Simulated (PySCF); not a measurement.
**Finite-field polarisability of Mo (molybdenum, neutral)**

[Kr] 4d5 5s1, high-spin 7S determinant. Calculation: PySCF 2.14, in aug-cc-pwCVDZ-PP with ECP28MDF; scalar relativity through the core potential. Frozen: 4s2 4p6. Energy changes in a uniform field (μhartree):

| axis | F (au) | HF | MP2 | CCSD | CCSD(T) |
| --- | --- | --- | --- | --- | --- |
| x | 0.0014 | -105.002 | -85.171 | -88.987 | -88.596 |
| x | 0.0028 | -420.093 | -340.874 | -356.068 | -354.503 |

(1) Derive α along x at CCSD(T) from the two fields.

(2) And the mean polarisability at each level?

A double-zeta set is small for polarisabilities.

Answers

(1) With ΔE = −αF²/2 − γF⁴/24, α = −(16 ΔE(F) − ΔE(2F))/(6F²) = 90.39 bohr³.

(2) HF 107.1, MP2 86.89, CCSD 90.79, CCSD(T) 90.39 bohr³. Reference: 87 ± 6 bohr³ (recommended; Schwerdtfeger and Nagle, table of static dipole polarizabilities (2023 update)).
